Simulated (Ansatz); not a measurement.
bis(4-tert-butylphenyl)iodonium cyclic bis(sulfonyl)imide, `CC(C)(C)c1ccc([I+]c2ccc(C(C)(C)C)cc2)cc1.O=S1(=O)[N-]S(=O)(=O)C(F)(F)C(F)(F)C1(F)F`, 63 atoms. Hardware: 2 threads of AMD EPYC 7R13 on a shared host and a share (18 GiB) of an NVIDIA H100 80GB HBM3.

In the def2 sets I takes a core potential; there is no spin–orbit coupling. Single mean-field runs in def2-SVP, def2-mTZVP are fitted with def2-universal-jkfit.

Task: How many basis functions does each of these Ansatz runs have, and roughly what does it cost? PBE0-D4/def2-SVP, charge 0 singlet, energy and forces, from earlier orbitals; B97M-V/def2-SVP, charge -1 doublet at the geometry of the charge 0 singlet, energy, from earlier orbitals; PBE-D4/def2-SVP, charge 1 doublet at the geometry of the charge 0 singlet, energy, from earlier orbitals; PBE-D4/def2-SVP, charge 0 singlet, energy, from earlier orbitals; PBE-D4/def2-SVP, charge 0 triplet at the geometry of the charge 0 singlet, energy, from earlier orbitals; HF/STO-3G, charge 0 singlet, energy; B97M-V/def2-SVP, charge 0 singlet, energy, from earlier orbitals; r2SCAN-D4/def2-mTZVP, charge 0 singlet, energy, from earlier orbitals; r2SCAN-D4/def2-SVP, charge 0 singlet, energy and forces, from earlier orbitals; PBE0-D4/def2-SVP, charge -1 doublet, energy, from earlier orbitals; PBE0-D4/def2-SVP, charge 0 triplet at the geometry of the charge 0 singlet, energy; PBE-D4/def2-SVP, charge 0 singlet, relaxation, 26 steps.

Result: Other jobs shared the machine, so times can vary by a factor of up to 3. A dash marks memory too small to be measured apart from the calling script's.

```tsv
run	functions	fitting or Cholesky vectors	wall time	peak host memory (GiB)
HF/STO-3G, charge 0 singlet, energy	241	3399	8 s	–
PBE-D4/def2-SVP, charge 0 singlet, energy, from earlier orbitals	668	3514	11 s	–
PBE0-D4/def2-SVP, charge 0 singlet, energy and forces, from earlier orbitals	668	3514	16 s	2
r2SCAN-D4/def2-mTZVP, charge 0 singlet, energy, from earlier orbitals	824	3514	16 s	1.2
r2SCAN-D4/def2-SVP, charge 0 singlet, energy and forces, from earlier orbitals	668	3514	17 s	1.2
PBE0-D4/def2-SVP, charge -1 doublet, energy, from earlier orbitals	668	3514	17 s	1.3
B97M-V/def2-SVP, charge 0 singlet, energy, from earlier orbitals	668	3514	18 s	1.4
PBE-D4/def2-SVP, charge 1 doublet at the geometry of the charge 0 singlet, energy, from earlier orbitals	668	3514	22 s	1.4
PBE-D4/def2-SVP, charge 0 triplet at the geometry of the charge 0 singlet, energy, from earlier orbitals	668	3514	23 s	1.4
PBE0-D4/def2-SVP, charge 0 triplet at the geometry of the charge 0 singlet, energy	668	3514	34 s	1.4
B97M-V/def2-SVP, charge -1 doublet at the geometry of the charge 0 singlet, energy, from earlier orbitals	668	3514	45 s	2.3
PBE-D4/def2-SVP, charge 0 singlet, relaxation, 26 steps	668	3514	4.1 min	1.2
```
